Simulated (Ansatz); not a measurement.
Ansatz results at the PBE0-D4/def2-TZVP geometry: LUMO energy (PBE0/def2-TZVPP) -0.66 eV; HOMO–LUMO gap (ωB97M-V/def2-TZVPP) 11.02 eV; size of the dipole moment (B3LYP/def2-TZVPP) 0.91 D.

Each molecule was computed in one conformer, which needn't be the lowest.

Question: Which molecule gave them?
A. `C[SiH]1[CH2][GeH2]1`
B. `O[SiH2]/C=C/[SiH3]`
C. `O[SiH](Cl)[S][GeH2][Cl]`
D. `C=C[SiH2][GeH3]`

Answer: D. The others give `C[SiH]1[CH2][GeH2]1`: 0.10, 10.17, 1.16; `O[SiH](Cl)[S][GeH2][Cl]`: -0.81, 11.23, 2.26; `O[SiH2]/C=C/[SiH3]`: -0.97, 11.31, 1.21.

B3LYP here is the variant with VWN-RPA as its local correlation; programs differ in this.
